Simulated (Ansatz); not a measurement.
A set of 12 reactions (silylene extrusion), with CCSD(T)/CBS values in kJ/mol:

```json
{"reaction": "`N[SiH](N)[SiH3]` → `N[SiH3]` + `N[SiH]`", "ΔE": "167.9"}
{"reaction": "`CC[SiH2][SbH2]` → `[SbH3]` + `CC[SiH]`", "ΔE": "274.7"}
{"reaction": "`Cl[SiH2]I` → HI + `[SiH]Cl`", "ΔE": "281.1"}
{"reaction": "`CO[SiH](O)[SiH](O)O` → `O[SiH](O)O` + `CO[SiH]`", "ΔE": "139.7"}
{"reaction": "`O[SiH](Cl)Br` → `ClBr` + `O[SiH]`", "ΔE": "527.3"}
{"reaction": "`OB(F)[SiH2]Br` → `OBF` + `[SiH]Br`", "ΔE": "172.6"}
{"reaction": "`CN(C)[SiH](O)O` → `CNC` + `O[Si]O`", "ΔE": "205.0"}
{"reaction": "`O[SiH2]S[SiH](O)O` → `O[SiH](O)S` + `O[SiH]`", "ΔE": "267.9"}
{"reaction": "`F[SiH2][SiH2]F` → `F[SiH2]F` + `[SiH2]`", "ΔE": "193.6"}
{"reaction": "`N[SiH](Cl)BO` → `N[Si]Cl` + `BO`", "ΔE": "103.1"}
{"reaction": "`[SiH3]C#CS` → `C#CS` + `[SiH2]`", "ΔE": "276.9"}
{"reaction": "`NB[SiH2][SeH]` → `NB[SeH]` + `[SiH2]`", "ΔE": "223.0"}
```

Program: Ansatz. Geometries: PBE0-D4/def2-TZVP. ΔE: electronic, gas phase. CCSD(T)/CBS adds triple-zeta CCSD(T) − MP2 to the extrapolated MP2 energy (def2 sets, frozen cores). Small cases extrapolate CCSD(T) itself. DFT in def2-TZVPP. B3LYP here is the variant with VWN-RPA as its local correlation; programs differ in this. def2 core potentials past Kr. For Br, I, Sb, Se outer-core shells are correlated without core-valence functions, which leaves a few kJ/mol of doubt a bond. Scalar relativity is left out up to krypton. One conformer a species, not always the lowest.

(1) Give the mean, mean absolute and largest difference (level minus CCSD(T)/CBS, kJ/mol) for: PBE-D4, r2SCAN-D4, B3LYP-D4, ωB97M-V, B2PLYP, r2SCAN, HF/def2-TZVPP, CCSD(T)/def2-TZVPP, HF/def2-QZVPP, MP2/def2-QZVPP, SCS-MP2/def2-QZVPP, HF/CBS(def2), MP2/CBS(def2), CCSD/CBS(def2). (An estimate is asked.)

The largest T1 diagnostic in the set is 0.016, for `O[SiH]` (customary mark 0.02).

CCSD(T)/CBS is a level of theory with its own doubt, and the functionals carry their triple-zeta basis error, so these figures describe this set and don't rank the functionals.

Results:

(1) The calculation gave: 
```
             level   mean  mean absolute  largest
            PBE-D4   -0.2            8.5    -23.4
         r2SCAN-D4   16.5           16.5     24.1
          B3LYP-D4   -7.9            7.9    -21.2
           ωB97M-V   -9.3            9.3    -12.5
            B2PLYP  -10.4           10.4    -13.6
            r2SCAN   13.9           13.9     22.4
     HF/def2-TZVPP  -16.7           17.2    -29.0
CCSD(T)/def2-TZVPP   -8.1            8.1    -14.2
     HF/def2-QZVPP  -16.8           16.8    -28.9
    MP2/def2-QZVPP   14.3           14.3     30.6
SCS-MP2/def2-QZVPP    2.3            3.7      9.5
      HF/CBS(def2)  -16.8           16.8    -28.8
     MP2/CBS(def2)   17.7           17.7     35.3
    CCSD/CBS(def2)   -2.9            3.0     -5.1
```
